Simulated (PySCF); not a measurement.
# Mg⁺ (magnesium, charge +1) across methods

[Ne] 3p1, 2P determinant (an excited configuration). Calculation: PySCF 2.14, in x2c-TZVPPall; scalar relativity by spin-free X2C-1e.

| method | E (hartree) | mean ε 2p α (eV) | mean ε 2p β (eV) | mean ε 3p α (eV) | Σ⟨r²⟩ (bohr²) | ⟨S²⟩ |
| --- | --- | --- | --- | --- | --- | --- |
| TPSSh | -199.9578 | -59.395 | -59.290 | -8.631 | 18.86 | 0.750 |
| LDA | -198.9877 | -57.551 | -57.446 | -8.356 | 18.75 | 0.750 |
| PBE | -199.8229 | -57.396 | -57.292 | -8.455 | 18.66 | 0.750 |
| r2SCANh | -199.9176 | -60.292 | -60.189 | -8.695 | 18.95 | 0.750 |
| r2SCAN | -199.9212 | -58.795 | -58.704 | -8.479 | 18.91 | 0.750 |
| UHF | -199.51056 | -72.904 | -72.699 | -10.411 | 19.81 | 0.750 |
| M06-L | -199.9431 | -58.881 | -58.815 | -8.434 | 19.58 | 0.750 |
| TPSS | -199.9652 | -57.770 | -57.677 | -8.406 | 18.79 | 0.750 |
| PBE0 | -199.8396 | -61.555 | -61.426 | -9.037 | 18.88 | 0.750 |
